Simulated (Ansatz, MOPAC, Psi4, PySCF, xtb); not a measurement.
Complex: CH4O (SMILES CO) (first 6 atoms) with H4OSi (SMILES O[SiH3]); geometry from B3LYP-D3(BJ)/def2-TZVP, rigid monomers moved along the line of their centres of mass till O2···H9 is 1.63 Å.
(charge 0, multiplicity 1):
```xyz
12

C     -0.0629     0.0915     0.1839
O     -0.9976     0.3478     1.2362
H     -0.1007    -0.9507    -0.1428
H      0.9253     0.2959     0.5903
H     -0.2389     0.7514    -0.6690
H     -1.8898     0.1680     0.9225
O     -0.1183    -0.9960     3.2805
Si     0.9763    -0.2018     4.2095
H     -0.5392    -0.5052     2.5508
H      2.0664     0.3951     3.3909
H      1.5587    -1.1959     5.1366
H      0.3633     0.8973     4.9994
```

Counterpoise-corrected where a basis set is named; no monomer relaxation. Rows marked so take none.

Frozen-core correlation. Rows in 6-31G*, STO-3G carry no dispersion term and start afresh at each structure (6-31G* with six Cartesian d functions). The state that PM3 reach isn't checked.

The values were computed with Ansatz (a first-principles code) with Gaussian orbitals; MOPAC for PM3 (differences of heats of formation); Psi4 for SAPT; PySCF for 6-31G* rows, STO-3G rows, the dispersion terms; xtb for the GFN methods. 

```
level                          interaction energy (kcal/mol)
-----------------------------  -----------------------------
PM3                                                     1.22
GFN2-xTB                                               -4.99
HF/STO-3G (no counterpoise)                            -5.34
BP86/6-31G* (no counterpoise)                          -8.26
r2SCAN-D3(BJ)/def2-TZVPPD                              -7.24
B3LYP/def2-TZVPPD                                      -4.90
MP2/aug-cc-pV(D+d)Z                                    -5.51
CCSD(T)/aug-cc-pV(D+d)Z                                -5.26
SAPT0/jun-cc-pV(D+d)Z                                    [?]
```

**Question.** Fill in the missing entries.

**Answer.** 
- SAPT0/jun-cc-pV(D+d)Z, interaction energy (kcal/mol): -6.61
